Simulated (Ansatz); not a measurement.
A run on Cl4Nb (`[Cl][Nb]([Cl])([Cl])[Cl]`) radical with other settings.

```yaml
crystal:
  periodic: [false, false, false]
  atoms:
    - {symbol: Cl, position_ang: [-1.107553, -0.321077, 1.910619]}
    - {symbol: Nb, position_ang: [0.004273, -0.031128, 0.054942]}
    - {symbol: Cl, position_ang: [2.035301, -1.136533, 0.276328]}
    - {symbol: Cl, position_ang: [-1.299646, -0.706492, -1.587214]}
    - {symbol: Cl, position_ang: [0.798910, 2.294783, -0.571503]}
basis:
  gaussian: {orbitals: def2-mTZVPP}
magnetization: {spin_polarized: true, initial_magnetization: 1}
hamiltonian: {xc: {name: B97M-V}}
accuracy: high
output: {forces: true}
```

```sh
$ ansatz run in.yaml --threads 2 --pin off --events-out ev --progress --plain --max-ram 32768MiB --backend cpu
```

Output, abridged:

```
Functional definition: B97M-V
2534 factors; integrals over basis functions are off by at most 8.3e-9 eV
mean field evaluation 1: about -51634.2695 eV, gradient 1.7e1 eV
mean field evaluation 2: about -51616.5299 eV, gradient 6.4e1 eV
mean field evaluation 4: about -51635.7911 eV, gradient 4.7e0 eV
mean field evaluation 8: about -51635.9133 eV, gradient 2.9e-1 eV
mean field evaluation 16: about -51635.9168 eV, gradient 2.2e-2 eV
mean field evaluation 32: about -51635.9169 eV, gradient 8.2e-6 eV
mean field -51635.91686562 eV, -1897.5849447299 hartree, gradient 9.0e-8 eV, S^2 0.756598; 8 other end points of the search recorded, 0 dependent functions left out
reference -51635.91687464 eV, -1897.5849450616 hartree; 41, 40 occupied and 100, 101 virtual orbitals, 2534 factors
Total energy: -51635.91687464 eV, -1897.5849450616 hartree
Atom 0 at    -1.107553    -0.321077     1.910619 Å, force    -1.086881    -0.345772     1.861867 eV/Å
Atom 1 at     0.004273    -0.031128     0.054942 Å, force     3.324353     2.695107    -1.192001 eV/Å
Atom 2 at     2.035301    -1.136533     0.276328 Å, force    -0.425652     0.166437     0.057350 eV/Å
Atom 3 at    -1.299646    -0.706492    -1.587214 Å, force    -1.033208    -0.452271    -1.241224 eV/Å
Atom 4 at     0.798910     2.294783    -0.571503 Å, force    -0.778612    -2.063500     0.514008 eV/Å
Dipole moment:    -0.300622    -0.308083     0.121925 e Å
```

It took 3.3 min on 2 threads of an AMD EPYC 7R13 on a shared host, with 1.5 GiB of host memory at the peak.
